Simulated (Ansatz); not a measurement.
ClGeH5Si can be A, `Cl[SiH2][GeH3]`, or B, `[SiH3][GeH2][Cl]`.

Program: Ansatz. Geometries: PBE0-D4/def2-TZVP. ΔE: electronic, gas phase. CCSD(T)/CBS adds triple-zeta CCSD(T) − MP2 to the extrapolated MP2 energy (def2 sets, frozen cores). Functionals use def2-TZVPP. For Ge outer-core shells are correlated without core-valence functions, which leaves a few kJ/mol of doubt a bond. Scalar relativity is left out up to krypton.

(1) Which is lower in electronic energy at CCSD(T)/CBS, and by how much? (An estimate is asked.)

(2) Give E(B) − E(A) in kJ/mol with ωB97M-V, HF/def2-TZVPP, PBE0-D4, MP2/def2-TZVPP, r2SCAN-D4, CCSD(T)/def2-SVP, B2PLYP. (An estimate is asked.)

(3) Does the order hold for the free energy at 298.15 K (harmonic terms from PBE0-D4)? (Estimate.)

Largest T1 diagnostic: 0.011.

Answers

(1) The calculation gave: A, by 20.8 kJ/mol.

(2) The calculation gave: ωB97M-V 19.3, HF/def2-TZVPP 11.6, PBE0-D4 18.6, MP2/def2-TZVPP 19.3, r2SCAN-D4 20.0, CCSD(T)/def2-SVP 14.9, B2PLYP 17.2. None reverses the order clearly.

(3) The calculation gave: Yes: G(B) − G(A) = +20.7 kJ/mol.

Leaving LDA and LC-ωPBE aside and taking each functional with its dispersion term where it has one, the values, not all of them listed here, spread over 5.0 kJ/mol, from BLYP-D4 to B97M-V. LDA lies +5.4 kJ/mol from PBE without D4. In def2-TZVPP, CCSD(T) changes the Hartree–Fock value by +5.8 kJ/mol (the triples alone add +0.3 kJ/mol) and MP2 by +7.6 kJ/mol.
